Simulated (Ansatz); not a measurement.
A nudged elastic band was laid between two geometries of CH₆Ge (8 atoms, charge 0, multiplicity 1).

These are results of RKS BHLYP/def2-SVP in Ansatz 0.2.0, not measurements.

```
movable images  : 7
climbing image  : yes
spring          : 5.0 eV/Å²
optimiser       : quadratic models (default)
start path      : through a guess of the saddle point
force threshold : 0.05 eV/Å
iteration limit : 60
end points      : relaxed
```

Image 0:

```xyz
8
Properties=species:S:1:pos:R:3
Ge 0.187 -0.037 0.143
H 0.581 -0.294 1.603
H 1.464 0.207 -0.670
H -0.676 1.230 0.086
C -0.798 -1.564 -0.576
H -1.706 -1.738 0.005
H -1.080 -1.379 -1.615
H -0.183 -2.466 -0.539
```

Image 8:

```xyz
8
Properties=species:S:1:pos:R:3
Ge 0.213 0.163 -0.937
H 0.793 -0.011 1.276
H 1.451 -0.115 0.900
H -0.767 1.049 -0.055
C -0.806 -1.543 -0.692
H -1.176 -1.719 0.320
H -1.685 -1.453 -1.344
H -0.234 -2.410 -1.030
```

(1) Which bonds break or form, and what moves?

(2) What energy profile does the band end with?

(3) What is the geometry of the highest image?

Answers

(1) Bonds broken: Ge1–H2, Ge1–H3. Bonds formed: H2–H3. CH6Ge becomes CH4Ge + H2.

(2) It converged. The highest image is number 6 of 0 to 8, 2.69 eV above the first end and 0.77 eV above the last; the last end lies 1.91 eV above the first. The profile has 2 maxima (images 2, 6) with wells between them (image 4): this band takes more than one step, which may be the mechanism or a detour left from its start path. Neighbouring images differ by up to 1.9 eV, so the band resolves the path poorly. A vibrational analysis at the climbing image gives one clearly imaginary mode, 1373i cm⁻¹: a first-order saddle point. The orbitals stay closed-shell, which can raise the energy where a bond breaks towards radicals; this wasn't checked here.

```json
{"image": "0", "path coordinate (Å)": "0.00", "energy (eV)": "0.00", "Ge1–H2 (Å)": "1.53", "Ge1–H3 (Å)": "1.53", "H2–H3 (Å)": "2.49"}
{"image": "1", "path coordinate (Å)": "0.74", "energy (eV)": "0.03", "Ge1–H2 (Å)": "1.53", "Ge1–H3 (Å)": "1.53", "H2–H3 (Å)": "2.49"}
{"image": "2", "path coordinate (Å)": "1.47", "energy (eV)": "0.05", "Ge1–H2 (Å)": "1.53", "Ge1–H3 (Å)": "1.53", "H2–H3 (Å)": "2.48"}
{"image": "3", "path coordinate (Å)": "2.21", "energy (eV)": "0.03", "Ge1–H2 (Å)": "1.53", "Ge1–H3 (Å)": "1.53", "H2–H3 (Å)": "2.49"}
{"image": "4", "path coordinate (Å)": "2.95", "energy (eV)": "0.00", "Ge1–H2 (Å)": "1.53", "Ge1–H3 (Å)": "1.53", "H2–H3 (Å)": "2.49"}
{"image": "5", "path coordinate (Å)": "3.69", "energy (eV)": "0.74", "Ge1–H2 (Å)": "1.52", "Ge1–H3 (Å)": "1.51", "H2–H3 (Å)": "1.95"}
{"image": "6", "path coordinate (Å)": "4.43", "energy (eV)": "2.69", "Ge1–H2 (Å)": "1.73", "Ge1–H3 (Å)": "1.57", "H2–H3 (Å)": "1.18"}
{"image": "7", "path coordinate (Å)": "5.59", "energy (eV)": "1.95", "Ge1–H2 (Å)": "2.32", "Ge1–H3 (Å)": "2.26", "H2–H3 (Å)": "0.76"}
{"image": "8", "path coordinate (Å)": "6.76", "energy (eV)": "1.91", "Ge1–H2 (Å)": "2.29", "Ge1–H3 (Å)": "2.23", "H2–H3 (Å)": "0.77"}
```

(3) 
```xyz
8
Properties=species:S:1:pos:R:3
Ge 0.502 -0.116 -0.431
H 0.024 0.184 1.202
H 1.161 -0.025 0.992
H -0.122 1.252 -0.737
C -0.775 -1.612 -0.617
H -0.537 -2.377 0.125
H -1.809 -1.295 -0.488
H -0.654 -2.051 -1.608
```

The run took 4.4 min on 1 thread of Arm Neoverse V2, on a shared host, peak memory 0.14 GiB.
